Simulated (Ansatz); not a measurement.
`C[O][In]([NH2])[F]` + H–F → `C[O][In]([F])[F]` + NH₃ at 700 K and 1 bar (ligand exchange at the In–N bond).

Isolated molecules relaxed with PBE0-D4/def2-TZVP in Ansatz; ΔE leaves out vibrations. CCSD(T)/CBS is the MP2 limit (def2-TZVPP, def2-QZVPP) plus CCSD(T) − MP2 in def2-TZVPP, frozen cores. This one scheme is used for every species. def2 core potentials past Kr. For In outer-core shells are correlated without core-valence functions, which leaves a few kJ/mol of doubt a bond. Each species was taken in one conformer, which may not be the lowest.

```csv
species,CCSD(T)/CBS energy (Eh),H − E (kJ/mol),S (J/(mol·K))
`C[O][In]([NH2])[F]`,-460.58406,260.0,508.1
H–F,-100.39570,45.2,198.5
`C[O][In]([F])[F]`,-504.48097,187.4,480.8
NH₃,-56.50880,116.9,226.5
```

H − E and S are ideal-gas, rigid-rotor, harmonic terms from PBE0-D4/def2-TZVP, for one conformer and one mirror image of each species. 1 Eh = 2625.50 kJ/mol, R = 8.31446 J/(mol·K).

Question: By hand: ΔE, ΔH, ΔS and ΔG.

Answer: ΔE = (-504.48097) + (-56.50880) − (-460.58406) − (-100.39570) = -0.01001 Eh = -26.3 kJ/mol. Δ(H − E) = 187.4 + 116.9 − 260.0 − 45.2 = -0.9, so ΔH = -27.2 kJ/mol. ΔS = 480.8 + 226.5 − 508.1 − 198.5 = 0.7 J/(mol·K). ΔG = -27.2 − 700 × (0.7)/1000 = -27.7 kJ/mol.

Question: By hand: the equilibrium constant, and the temperature at which ΔG would vanish if ΔH and ΔS stayed fixed.

Answer: log₁₀ K = −ΔG/(RT ln 10) = 2.1. ΔH and −TΔS have one sign here, so there is no such temperature.

The number of gas molecules stays the same, so ΔS is small and ΔH decides. A doubt of 5 kJ/mol in ΔE shifts log₁₀ K by 0.4 here. Other conformers and mirror images would add mixing entropy, several J/(mol·K) or more a flexible species. Modes under 60 cm⁻¹, often nearly free rotors, make the harmonic entropy too high. These are equilibria of isolated gas molecules and say nothing of rates. Largest T1 diagnostic: 0.017 (customary marks: 0.02 for closed shells, 0.045 for open ones).

ΔS is within the doubt of such terms, so its sign, and with it that verdict, could turn.
